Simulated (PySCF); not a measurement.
Level of theory: PBE0/[W def2-TZVP with ECP60, F def2-TZVP], scalar-relativistic core potentials, density fitting, no spin–orbit coupling, PySCF. Open shells, if any, are unrestricted.

Problem. What spin state, shape and geometry does isolated WF2 take (every ligand bound to W)?

Solution. Formally W is in oxidation state +2, d4, with 4 unpaired electrons (the high-spin count). The Mulliken spin on W is 4.01. The polar-tensor charge on W, 1.23, is below the formal one. The lowest minimum found is a quintet of C2v symmetry with W–F 1.882 Å (×2); F–W–F 140.9°. Its harmonic wavenumbers are 117 (a1), 652 (b2), 670 (a1) cm⁻¹ and its dipole moment is 1.51 D.

Other isomers or separated fragments may lie lower. Open d and f shells are described by one determinant, and the ground state may have another occupation or spin. Spin–orbit coupling, left out here, can matter for elements this heavy.
